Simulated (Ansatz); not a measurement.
Consider the redistribution: `CO[SiH2]CN` + `O[BH][AlH2]` → `NC[SiH2][AlH2]` + `COBO`.

Gas-phase electronic energies from Ansatz, PBE0-D4/def2-TZVP geometries. CCSD(T)/CBS adds triple-zeta CCSD(T) − MP2 to the extrapolated MP2 energy (def2 sets, frozen cores). Functionals use def2-TZVPP. B3LYP here is the variant with VWN-RPA as its local correlation; programs differ in this. One conformer a species, not always the lowest.

| level | ΔE (kcal/mol) | difference from CCSD(T)/CBS |
| --- | --- | --- |
| PBE0-D4 | -23.3 | -2.6 |
| B3LYP-D4 | -20.8 | -0.1 |
| ωB97X-V | -20.5 | 0.2 |
| ωB97M-V | -20.2 | 0.5 |
| PBE | -24.2 | -3.5 |
| PBE0 | -23.8 | -3.1 |
| B3LYP | -21.7 | -1.0 |
| HF/def2-TZVPP | -19.9 | 0.8 |
| MP2/def2-TZVPP | -20.6 | 0.1 |
| CCSD/def2-TZVPP | -20.8 | -0.1 |
| CCSD(T)/def2-TZVPP | -21.1 | -0.4 |
| HF/def2-QZVPP | -19.7 | 1.0 |
| MP2/def2-QZVPP | -20.3 | 0.4 |
| SCS-MP2/def2-QZVPP | -19.5 | 1.2 |
| MP2/CBS(def2) | -20.2 | 0.5 |
| CCSD/CBS(def2) | -20.4 | 0.3 |
| CCSD(T)/CBS | -20.7 | 0 |

Largest T1 diagnostic among the species: 0.014.

The D4 term adds +0.8 kcal/mol with B3LYP and +0.5 kcal/mol with PBE0; it sums over pairs of atoms, weighted by their polarisabilities, and B3LYP, whose exchange is more repulsive, gets the larger term.
